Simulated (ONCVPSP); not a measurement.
## Building the ONCV potential for Pb (Z = 82) (PBE, scalar-relativistic).

ONCVPSP 4.0.1 was run on this input:

```
# ATOM AND REFERENCE CONFIGURATION
# atsym  z   nc   nv     iexc    psfile
  Pb 82.00   12    3        4      upf
#
#   n    l    f
    1    0    2.00
    2    0    2.00
    2    1    6.00
    3    0    2.00
    3    1    6.00
    3    2   10.00
    4    0    2.00
    4    1    6.00
    4    2   10.00
    4    3   14.00
    5    0    2.00
    5    1    6.00
    5    2   10.00
    6    0    1.50
    6    1    2.50
#
# PSEUDOPOTENTIAL AND OPTIMIZATION
# lmax
    2
#
#   l,   rc,      ep,       ncon, nbas, qcut
    0    1.70    0.00    3    6    4.90
    1    2.35    0.00    4    8    4.20
    2    1.80    0.00    5   10    8.10
#
# LOCAL POTENTIAL
# lloc, lpopt,  rc(5),   dvloc0
    4    4    1.30    0.00
#
# VANDERBILT-KLEINMAN-BYLANDER PROJECTORs
# l, nproj, debl
    0    2    3.20
    1    1    3.40
    2    2    1.80
#
# MODEL CORE CHARGE
# icmod, fcfact, rcfact
    3    2.25    1.40
#
# LOG DERIVATIVE ANALYSIS
# epsh1, epsh2, depsh
   -2.00    5.00    0.02
#
# OUTPUT GRID
# rlmax, drl
    6.00    0.01
#
# TEST CONFIGURATIONS
# ncnf
    4
# nvcnf
#   n    l    f
    3
    5    2   10.00
    6    0    2.00
    6    1    2.00
#
    3
    5    2   10.00
    6    0    2.00
    6    1    1.00
#
    3
    5    2   10.00
    6    0    2.00
    6    1    0.00
#
    3
    5    2   10.00
    6    0    2.00
    6    1    1.50
#
```

Command:

```bash
oncvpsp.x < Pb.dat > Pb.out
```

Resulting log (shortened: citation, most of the input echo, consistency checks and plot data are left out):

```
ONCVPSP  (Optimized Norm-Conservinng Vanderbilt PSeudopotential)
scalar-relativistic version 4.0.1

#   n    l    f        energy (Ha)
    1    0    2.00    -3.2390690E+03
    2    0    2.00    -5.7936255E+02
    2    1    6.00    -4.9685629E+02
    3    0    2.00    -1.3910339E+02
    3    1    6.00    -1.1545200E+02
    3    2   10.00    -9.1358745E+01
    4    0    2.00    -3.1520808E+01
    4    1    6.00    -2.3771814E+01
    4    2   10.00    -1.4810810E+01
    4    3   14.00    -4.9178597E+00
    5    0    2.00    -5.3320430E+00
    5    1    6.00    -3.1884674E+00
    5    2   10.00    -8.1007543E-01
    6    0    1.50    -4.6333855E-01
    6    1    2.50    -1.4213116E-01

Reference configufation results
  iterations    22
  all-electron total energy (Ha)   -2.08817487D+04

Begin loop to  construct optimized pseudo wave functions
and semi-local pseudopoentials for all angular momenta

   Wellstate for l =  0  n =  8
     eigenvalue =   2.7367
     asymptotic potential =   3.2367
     half-point radius =  3.4827

Calculating optimized projector #   1

 for l=   0

    Fraction of norm inside rc  0.220193
    Optimizing pswf for qcut=   4.90 a_B^-1,  ecut=  12.02 Ha
    Residual kinetic energy error=  9.02D-05 Ha
 ERROR pspot:  first pseudo wave function has node,          program will stop
 ERROR pspot: try changing psp parameters for this l
```

The run stopped because the optimised pseudo-wave of the first projector has a node, so the radial equation cannot be inverted for a potential.

The run took about 0.34 s on one core of a shared server CPU.
